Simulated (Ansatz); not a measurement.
## Reading a saddle point

A first-order saddle point of BSi$_{4}$H$_{10}$Cl$_{3}$O, closed shell, PBE0-D4/def2-TZVP, with one imaginary mode of 1046i cm⁻¹:

```csv
atom,x (Å),y (Å),z (Å)
B1,0.5951,-1.4548,1.9128
Cl2,0.3006,-0.3890,3.8294
Cl3,2.2141,-2.1664,1.9041
Cl4,-0.7847,-2.5500,1.6775
H5,0.2903,0.2715,2.4786
O6,0.4716,-0.1432,1.3062
Si7,-0.0293,0.2644,-0.2854
Si8,0.4328,2.5475,-0.5054
Si9,1.2425,-1.0033,-1.7916
Si10,-2.3269,-0.1367,-0.5542
H11,1.8860,2.8088,-0.3379
H12,-0.3280,3.3281,0.5066
H13,0.0049,2.9600,-1.8680
H14,0.7894,-0.6061,-3.1538
H15,0.9964,-2.4539,-1.5920
H16,2.6908,-0.7041,-1.6470
H17,-2.7992,0.7728,-1.6355
H18,-2.6044,-1.5396,-0.9502
H19,-3.0417,0.1937,0.7060
```

Ansatz 0.2.0; basis: def2-TZVPP and def2-QZVPP; cores frozen in the correlated methods. Extrapolation: Hartree–Fock as exp(−7.88 √X), correlation as X^−2.97.

(1) Which contacts change along the imaginary mode, and what lies on either side? (A judgement: the text doesn't fix the answer.)

(2) Which side is lower, and how far does the saddle lie above each? (An estimate is asked for; the value comes from the calculation.)

T1 diagnostic: at most 0.013.

Answers

(1) The calculation gives: The step is Si₄H₁₀O ([OH][Si]([SiH3])([SiH3])[SiH3]) + BCl₃ ([Cl][B]([Cl])[Cl]) → BSi₄H₉Cl₂O ([SiH3][Si]([SiH3])([SiH3])[O][B]([Cl])[Cl]) + HCl, with the molecules in contact on both sides. Shortening one way: B1–O6, Cl2–H5; lengthening the same way: B1–Cl2, H5–O6.
```tsv
pair	one side (Å)	saddle (Å)	other side (Å)
B1–O6	1.57	1.45	1.34
Cl2–H5	2.48	1.50	1.29
B1–Cl2	1.82	2.21	4.08
H5–O6	0.97	1.26	2.04
```

(2) Computed: The side with B1–O6, Cl2–H5 short is lower by 0.260 eV; the saddle lies 1.192 eV above it and 0.931 eV above the other (CCSD(T) at an estimated basis limit (MP2 extrapolated from triple and quadruple zeta, plus CCSD(T) − MP2 in triple zeta); electronic energies).

The step is the kind of ligand exchange by which a precursor binds to a hydroxyl group, or is hydrolysed, in atomic layer deposition of oxides. Here a small cluster stands in for the surface site.

Labels in which every atom is bracketed show which atoms are joined, not bond orders.

For scale, one of the runs: CCSD(T)/def2-TZVPP, 496 basis functions, launched by `ansatz run in.yaml --threads 4 --pin off --events-out ev --progress --plain --max-ram 63488MiB --backend cuda --devices 0, --max-vram 37GiB`. The run took 30 s on 4 CPU threads of an AMD EPYC 7R13 and a share of one NVIDIA H100 (shared host), with 1.4 GiB of host memory at its peak.
